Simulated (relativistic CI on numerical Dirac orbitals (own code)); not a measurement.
**Co²⁺: resonant inelastic scattering at the M2,3 edge**

Computed with this model: Dirac-Coulomb-Breit CI, orbitals from a KLI potential per configuration, model QED, valence Slater integrals scaled by 0.7, Kramers-Heisenberg scattering through one core-hole configuration in a parametric crystal field; configurations [Ar] 3d7 → [Ne] 3s2 3p5 3d8; 80 K; core-hole width 1.2 eV; summed over polarisations. Incident energies are the highest absorption maxima for each field (at most a few, so the weaker spin-orbit partner edge can be absent), on the computed scale of the free ion. Intensities are in per cent of the strongest line above 0.02 eV; levels within 1 cm⁻¹ are merged; final levels count from the ground level, the first row holds all elastic scattering, lines under 0.4 are left out and each table stops after 24 rows. The scale of the Slater integrals is a model choice and moves the terms in proportion.

Field parameters in Wybourne normalisation: D3d B²₀ = −7Dσ, B⁴₀ = −14Dq − 21Dτ, B⁴₃ = −14√(10/7) Dq. The field is a parameter set, without covalency.

S is read from ⟨S²⟩ = S(S + 1).

D3d, 10Dq = 19350, Dσ = -1200, Dτ = 40 cm⁻¹:

```tsv
Final level (eV)	Degeneracy	Irrep	S	65.7 eV	70.5 eV	71 eV
0.000	2	Γ4	0.54	161.3	298.4	282.6
0.007	2	Γ5+Γ6	0.56	55.5	140.4	130.4
0.303	2	Γ4	1.49	20.4	4.4	4.0
0.315	2	Γ5+Γ6	1.48	21.1	16.4	14.2
0.521	2	Γ4	1.50	14.2	1.2	0.8
0.558	2	Γ4	1.49	14.2	7.5	5.4
0.589	2	Γ5+Γ6	1.49	14.9	9.2	9.0
0.617	2	Γ4	1.49	19.2	9.9	7.9
2.022	2	Γ4	0.51	20.5	100.0	97.3
2.152	2	Γ5+Γ6	0.53	46.3	64.2	55.0
2.165	2	Γ4	0.52	36.3	64.3	64.0
2.270	2	Γ4	0.53	49.5	66.0	59.1
2.307	2	Γ5+Γ6	0.57	24.2	76.4	71.9
2.349	2	Γ4	0.54	19.9	74.9	88.1
2.581	2	Γ4	1.48	5.2	5.7	4.9
2.590	2	Γ5+Γ6	1.46	7.5	6.7	6.0
2.730	2	Γ4	1.49	6.9	3.5	2.4
2.749	2	Γ5+Γ6	1.48	10.3	1.5	1.7
2.766	2	Γ4	1.49	7.7	3.7	3.4
2.781	2	Γ4	1.47	8.6	4.5	3.7
2.854	2	Γ5+Γ6	0.53	10.0	31.1	32.0
2.892	2	Γ4	0.53	13.9	19.9	27.4
2.969	2	Γ4	0.52	20.9	6.4	7.5
3.828	2	Γ4	1.49	2.7	3.5	3.2
```

D3d, 10Dq = 19350, Dσ = -860, Dτ = 40 cm⁻¹:

```
Final level (eV)  Degeneracy  Irrep     S  65.7 eV  71 eV  74 eV
           0.000           2     Γ4  0.54    126.4  226.3  109.7
           0.005           2  Γ5+Γ6  0.55     42.2   98.4   22.6
           0.343           2     Γ4  1.50     14.8    2.0    0.3
           0.358           2  Γ5+Γ6  1.48     14.5    8.1    1.1
           0.484           2     Γ4  1.50     10.3    0.7    0.1
           0.524           2     Γ4  1.49     11.6    4.7    0.7
           0.552           2  Γ5+Γ6  1.49     12.7    8.2    0.9
           0.576           2     Γ4  1.49     15.5    6.6    0.8
           2.068           2     Γ4  0.51     15.2   73.0  100.0
           2.168           2  Γ5+Γ6  0.53     32.3   48.0   60.5
           2.184           2     Γ4  0.52     26.0   53.7   55.7
           2.260           2     Γ4  0.53     36.1   48.9   23.4
           2.269           2  Γ5+Γ6  0.55     23.7   54.1   44.4
           2.306           2     Γ4  0.53     18.6   68.3   70.2
           2.603           2     Γ4  1.49      4.6    3.0    1.1
           2.610           2  Γ5+Γ6  1.47      6.2    3.5    0.9
           2.708           2     Γ4  1.49      5.7    1.8    1.1
           2.727           2  Γ5+Γ6  1.48      7.7    1.6    0.6
           2.743           2     Γ4  1.49      6.3    2.8    0.5
           2.757           2     Γ4  1.48      6.5    3.0    0.6
           2.844           2  Γ5+Γ6  0.53      7.9   22.1    6.9
           2.875           2     Γ4  0.52     10.3   19.4    9.1
           2.935           2     Γ4  0.52     15.6    6.4    6.4
           3.899           2     Γ4  1.48      1.7    2.8    0.3
```

For the first field the strongest loss at the lowest incident energy is the level at 2.27 eV (S = 0.53, against 0.54 in the thermal ground state). Levels of other spin, the first over 8 % at 0.30 eV, appear because spin-orbit coupling of the core hole, and in heavier ions of the valence shell too, mixes spins.
